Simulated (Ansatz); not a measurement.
Abridged output of a molecular run in Ansatz:

```
Functional definition: HF
625 factors; integrals over basis functions are off by at most 5.2e-4 eV
mean field evaluation 1: about -61219.6919 eV, gradient 4.2e1 eV
mean field evaluation 2: about -61219.7135 eV, gradient 4.2e1 eV
mean field evaluation 4: about -61222.9988 eV, gradient 2.1e0 eV
mean field evaluation 8: about -61223.0240 eV, gradient 2.9e-1 eV
mean field -61223.02440080 eV, -2249.9046482728 hartree, gradient 1.4e-6 eV, S^2 0.000000; 0 other end points of the search recorded, 0 dependent functions left out
11 core orbitals not correlated: weight in the atoms' cores, before any rotation towards them, 1.000 or more for the frozen orbitals, at most 0.000 for the correlated occupied ones
reference -61223.02440080 eV, -2249.9046482728 hartree; 14, 14 occupied and 40, 40 virtual orbitals, 625 factors
second order -15.93132355 eV of doubles, -0.00000000 eV of singles
cycle   1  -15.46726012 eV  change    4.6e-1 eV  update   1.1e-1
cycle   2  -15.91057466 eV  change   -4.4e-1 eV  update   3.6e-2
cycle   3  -16.02743249 eV  change   -1.2e-1 eV  update   2.1e-2
cycle   4  -16.01279641 eV  change    1.5e-2 eV  update   5.5e-3
cycle   5  -16.00891143 eV  change    3.9e-3 eV  update   2.6e-3
cycle   6  -16.01011244 eV  change   -1.2e-3 eV  update   9.2e-4
cycle   7  -16.00999118 eV  change    1.2e-4 eV  update   3.0e-4
cycle   8  -16.00985396 eV  change    1.4e-4 eV  update   1.3e-4
cycle   9  -16.00989412 eV  change   -4.0e-5 eV  update   4.2e-5
cycle  10  -16.00990625 eV  change   -1.2e-5 eV  update   1.8e-5
perturbative correction -0.38456877 eV, -0.0141326416 hartree
Total energy: -61239.41887581 eV, -2250.5071341172 hartree
```

Its atoms:

Cartesian coordinates in Å:
```
O 0.428 -0.324 -0.925
Ge 0.534 -0.575 0.825
F -0.727 0.575 1.285
H -0.236 0.324 -1.185
```

**Question.** Which basis set was used?
A. cc-pV(T+d)Z
B. def2-TZVPP
C. def2-SVP
D. def2-SVPD

**Answer.** C. It gives 65 functions.

**Question.** Write the keys of the input that set method, charge and spin (a neutral closed shell needs none for the last two).

**Answer.** 
```yaml
correlation: {method: ccsd_t}
```
